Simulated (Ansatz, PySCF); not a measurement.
Dimer: HF (SMILES F) (first 2 atoms) with H2S (SMILES S); geometry from B3LYP-D3(BJ)/def2-TZVP.
(charge 0, multiplicity 1):
| atom | x (Å) | y (Å) | z (Å) |
|---|---|---|---|
| F | -0.3220 | 1.2299 | 0.1026 |
| H | -0.0385 | 0.6519 | 0.7866 |
| S | 0.4358 | -0.7139 | 2.4996 |
| H | -0.1423 | 0.0907 | 3.4072 |
| H | -0.6831 | -1.4397 | 2.3360 |

Basis-set superposition error: the interaction energy with monomers in their own basis, and in the dimer's basis (counterpoise).

Codes used: Ansatz (an electronic-structure program); PySCF for 6-31G* rows. Values without a source in brackets are computed.

```json
[
 {"level": "SVWN5/def2-TZVPPD", "uncorrected (kcal/mol)": "-9.45", "counterpoise (kcal/mol)": "-9.33", "difference": "0.12"},
 {"level": "BLYP/def2-TZVPPD", "uncorrected (kcal/mol)": "-5.15", "counterpoise (kcal/mol)": "-5.07", "difference": "0.09"},
 {"level": "r2SCAN/def2-TZVPPD", "uncorrected (kcal/mol)": "-6.20", "counterpoise (kcal/mol)": "-6.14", "difference": "0.06"},
 {"level": "B97M-V/def2-TZVPPD", "uncorrected (kcal/mol)": "-5.70", "counterpoise (kcal/mol)": "-5.66", "difference": "0.04"},
 {"level": "B3LYP/6-31G*", "uncorrected (kcal/mol)": "-5.15", "counterpoise (kcal/mol)": "-4.22", "difference": "0.93"},
 {"level": "PBE0/def2-TZVPPD", "uncorrected (kcal/mol)": "-6.07", "counterpoise (kcal/mol)": "-6.00", "difference": "0.07"},
 {"level": "MP2/aug-cc-pV(T+d)Z", "uncorrected (kcal/mol)": "-5.75", "counterpoise (kcal/mol)": "-5.12", "difference": "0.63"},
 {"level": "MP2/aug-cc-pV(Q+d)Z", "uncorrected (kcal/mol)": "-5.62", "counterpoise (kcal/mol)": "-5.30", "difference": "0.32"},
 {"level": "CCSD/aug-cc-pV(Q+d)Z", "uncorrected (kcal/mol)": "-5.01", "counterpoise (kcal/mol)": "-4.79", "difference": "0.23"},
 {"level": "CCSD(T)/aug-cc-pV(D+d)Z", "uncorrected (kcal/mol)": "-5.53", "counterpoise (kcal/mol)": "-4.35", "difference": "1.18"}
]
```

The error is largest for CCSD(T)/aug-cc-pV(D+d)Z (1.18 kcal/mol) and smallest for B97M-V/def2-TZVPPD (0.04 kcal/mol).
